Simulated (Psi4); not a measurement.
HB, triplet, at the geometry of the source list (the spin is typed, not shown lowest); MP2/def2-TZVP in Psi4.

Input for Psi4:
```
memory 2 GB

molecule mol {
0 3
B     0.322700    0.097900   -0.471900
H    -0.322700   -0.097900    0.471900
}

set {
  basis def2-tzvp
  reference uhf
}

energy('mp2')
print_variables()
```

It wrote (shortened):

```
    SCF Algorithm Type (re)set to DF.

   => Loading Basis Set <=

    Name: DEF2-TZVP
    Role: ORBITAL
    Keyword: BASIS

         ---------------------------------------------------------
                                   SCF
               by Justin Turney, Rob Parrish, Andy Simmonett
                          and Daniel G. A. Smith
                              UHF Reference
         ---------------------------------------------------------

  ==> Geometry <==

    Molecular point group: c2v
    Full point group: C_inf_v

    Geometry (in Angstrom), charge = 0, multiplicity = 3:

       Center              X                  Y                   Z               Mass
    ------------   -----------------  -----------------  -----------------  -----------------
         B           -0.000000000000     0.000000000000    -0.097285556239    11.009305360000
         H            0.000000000000     0.000000000000     1.062730495374     1.007825032230

  Running in c2v symmetry.

  Rotational constants: A = ************  B =     13.56826  C =     13.56826 [cm^-1]
  Rotational constants: A = ************  B = 406766.25449  C = 406766.25449 [MHz]
  Nuclear repulsion =    2.280904690646925

  Charge       = 0
  Multiplicity = 3
  Electrons    = 6
  Nalpha       = 4
  Nbeta        = 2

  ==> Algorithm <==

  SCF Algorithm Type is DF.
  DIIS enabled.
  MOM disabled.
  Fractional occupation disabled.
  Guess Type is SAD.
  Energy threshold   = 1.00e-08
  Density threshold  = 1.00e-08
  Integral threshold = 1.00e-12

  ==> Primary Basis <==

  Basis Set: DEF2-TZVP
    Blend: DEF2-TZVP
    Number of shells: 15
    Number of basis functions: 37
    Number of Cartesian functions: 42
    Spherical Harmonics?: true
    Max angular momentum: 3

   => Loading Basis Set <=

    Name: (DEF2-TZVP AUX)
    Role: JKFIT
    Keyword: DF_BASIS_SCF

  ==> Integral Setup <==

  SCF_SUBTYPE=INCORE selected. In-core MEM_DF algorithm will be used.
  Using in-core AOs.

  ==> MemDFJK: Density-Fitted J/K Matrices <==

    J tasked:                   Yes
    K tasked:                   Yes
    wK tasked:                   No
    Algorithm:                 Core
    Schwarz Cutoff:           1E-12
    Mask sparsity (%):       0.0000
    Fitting Condition:        1E-10

   => Auxiliary Basis Set <=

  Basis Set: (DEF2-TZVP AUX)
    Blend: DEF2-UNIVERSAL-JKFIT
    Number of shells: 31
    Number of basis functions: 93
    Number of Cartesian functions: 109
    Spherical Harmonics?: true
[...]
  @DF-UHF Final Energy:   -25.11685826348775
    Total Energy =                        -25.1168582634877495
[...]
 Magnitude           :                                                    0.0617753

 ------------------------------------------------------------------------------------

  //>>>>>>>>>>>>>>>>>>>>>>>>>>>>>>>>>>>//
  //               DFMP2               //
  //<<<<<<<<<<<<<<<<<<<<<<<<<<<<<<<<<<<//

   => Loading Basis Set <=

    Name: (DEF2-TZVP AUX)
    Role: RIFIT
    Keyword: DF_BASIS_MP2

	 --------------------------------------------------------
	                          DF-MP2
	      2nd-Order Density-Fitted Moller-Plesset Theory

	        Rob Parrish, Justin Turney, Andy Simmonett,
	           Ed Hohenstein, and C. David Sherrill
	 --------------------------------------------------------

	 --------------------------------------------------------
	                 NBF =    37, NAUX =    91
	 --------------------------------------------------------
	   CLASS    FOCC     OCC    AOCC    AVIR     VIR    FVIR
	   ALPHA       0       4       4      33      33       0
	    BETA       0       2       2      35      35       0
	 --------------------------------------------------------

	-----------------------------------------------------------
	 ==================> DF-MP2 Energies <====================
	-----------------------------------------------------------
	 Reference Energy          =     -25.1168582634877495 [Eh]
	 Singles Energy            =      -0.0000000000000000 [Eh]
	 Same-Spin Energy          =      -0.0102795475468357 [Eh]
	 Opposite-Spin Energy      =      -0.0527486947849003 [Eh]
	 Correlation Energy        =      -0.0630282423317360 [Eh]
	 Total Energy              =     -25.1798865058194856 [Eh]
	-----------------------------------------------------------
	 ================> DF-SCS-MP2 Energies <==================
	-----------------------------------------------------------
	 SCS Same-Spin Scale       =       0.3333333333333333 [-]
	 SCS Opposite-Spin Scale   =       1.2000000000000000 [-]
	 SCS Same-Spin Energy      =      -0.0034265158489452 [Eh]
	 SCS Opposite-Spin Energy  =      -0.0632984337418804 [Eh]
	 SCS Correlation Energy    =      -0.0667249495908256 [Eh]
	 SCS Total Energy          =     -25.1835832130785739 [Eh]
	-----------------------------------------------------------

  Variable Map:
  ----------------------------------------------------------------------------
[...]
  Array Variable Map:
  ----------------------------------------------------------------------------
[...]
[...]
```
